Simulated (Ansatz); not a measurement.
`[GeH3][O][GeH3]` + `O[SiH2]C#C[SiH3]` → `O[SiH2][GeH3]` + `[SiH3]C#C[O][GeH3]`  (redistribution)

Isolated molecules relaxed with PBE0-D4/def2-TZVP in Ansatz; ΔE leaves out vibrations. CCSD(T)/CBS adds triple-zeta CCSD(T) − MP2 to the extrapolated MP2 energy (def2 sets, frozen cores). DFT in def2-TZVPP. B3LYP here is the variant with VWN-RPA as its local correlation; programs differ in this. For Ge outer-core shells are correlated without core-valence functions, which leaves a few kJ/mol of doubt a bond. Scalar relativity is left out up to krypton. Each species was taken in one conformer, which may not be the lowest.

| level | ΔE (kJ/mol) | difference from CCSD(T)/CBS |
| --- | --- | --- |
| r2SCAN-D4 | 112.3 | -21.5 |
| B3LYP-D4 | 115.6 | -18.2 |
| ωB97X-V | 119.0 | -14.8 |
| r2SCAN | 112.3 | -21.5 |
| HF/def2-TZVPP | 143.9 | 10.1 |
| SCS-MP2/def2-TZVPP | 146.4 | 12.6 |
| CCSD/def2-TZVPP | 134.8 | 1.0 |
| SCS-MP2/def2-QZVPP | 147.7 | 13.9 |
| HF/CBS(def2) | 146.1 | 12.3 |
| MP2/CBS(def2) | 142.1 | 8.3 |
| CCSD(T)/CBS | 133.8 | 0 |

Largest T1 diagnostic among the species: 0.013.

From PBE to PBE0 (25 % exact exchange), in def2-TZVPP and without D4, ΔE moves by +7.5 kJ/mol.
